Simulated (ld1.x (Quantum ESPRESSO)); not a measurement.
## silicon: one change to an ultrasoft potential, before and after

| Property | Result |
| --- | --- |
| Element | Si |
| Generator | ld1.x (Quantum ESPRESSO) 7.5 |
| Type | ultrasoft |
| Functional | PBE |
| Relativity | scalar-relativistic |
| Frozen core | [Ne] |
| Valence charge | 4 |
| Reference configuration | 3s2 3p1 (charge +1) |
| Partial waves | 3s (bound): rcut 1.35, rcutus 1.85 bohr; 3s channel at -0.6 Ry: rcut 1.35, rcutus 1.85 bohr; 3p (bound): rcut 1.80, rcutus 2.10 bohr; 3p channel at -0.45 Ry: rcut 1.80, rcutus 2.10 bohr |
| Local potential | all-electron potential smoothed inside 2.00 bohr (lloc = -1) |
| Core correction | Bessel-smoothed model core inside 1.30 bohr |
| Augmentation charge | built from norm-conserving waves at rcut, not smoothed further |

Change: all radii but the core radius scaled by about 1.15 (s 2.12, p 2.42 bohr, rcut 1.56/2.06); local potential all-electron potential smoothed inside 2.30 bohr (lloc = -1).

Cutoffs: the cutoffs (Ry, on a coarse ladder) from which the occupation-weighted sum of valence levels, in a spherical-Bessel basis at the reference potential, stays within 10 and 1 mRy of its value at 400 Ry; they do not see the model core or the augmentation charge, which bear on the density cutoff. Errors are all-electron minus pseudo energies relative to the spin-unpolarised reference configuration.

Q: Predict the effect on cutoff, ghosts and configuration errors.

A: The potential gets softer (8 Ry and 15 Ry → 8 Ry and 12 Ry); of the 7 tests that both files solve, the error grows in 1 and shrinks in 2 by more than 15 % and 0.3 meV (median size 2.0 → 1.9 meV); neither file shows a bound ghost. A larger radius leaves more room for a smooth pseudo-wave, so fewer plane waves are needed.

```tsv
quantity	base	changed
cutoff, loose	8 Ry	8 Ry
cutoff, tight	15 Ry	12 Ry
bound ghosts	none	none
error for 3s2 3p2, meV [ΔE -7.74 eV]	+1.5	+1.6
error for 3s2 3p0, meV [ΔE 15.99 eV]	+4.5	+4.9
error for 3s1 3p0, meV [ΔE 49.96 eV]	+31	+37
error for 3s2 3p1.5, meV [ΔE -4.82 eV]	+0.7	+0.7
error for 3s1 3p3, meV [ΔE -0.93 eV]	-2.0	-1.6
error for 3s0 3p4, meV [ΔE 6.04 eV]	-9.6	-7.5
error for 3s2 3p2.3, meV [ΔE -8.67 eV]	+1.8	+1.9
lowest overlap eigenvalue by channel	s 0.41, p 0.78	s 0.44, p 0.86
```
